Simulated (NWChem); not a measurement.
# BH$_{2}$S$_{2}$F; SMILES SB(F)S

```xyz
6

B      0.0000     0.0000    -0.3687
F      0.0000     0.0000    -1.6958
S      1.6304     0.0000     0.4200
H      1.2045     0.0000     1.6987
S     -1.6304     0.0000     0.4200
H     -1.2045     0.0000     1.6987
```
Atoms are numbered in this order, from 1.

All runs: NWChem. All runs use the structure optimised with PBE0/def2-SVP. GIAO values for the isolated, static molecule; σ is the absolute isotropic shielding, δ = σ(reference) − σ with the isolated reference molecule computed at the same levels (11B: boron trifluoride, 19F: trichlorofluoromethane, 1H: tetramethylsilane).

### Question
Estimate the computed values for KT2/pcSseg-1. Quantities: δ B1 (ppm); δ F2 (ppm); σ S3 (ppm); δ H4 (ppm).

### Answer
```
Item        Value
----------  -----
δ B1 (ppm)   34.1
δ F2 (ppm)  -69.3
σ S3 (ppm)  559.2
δ H4 (ppm)   1.80
```
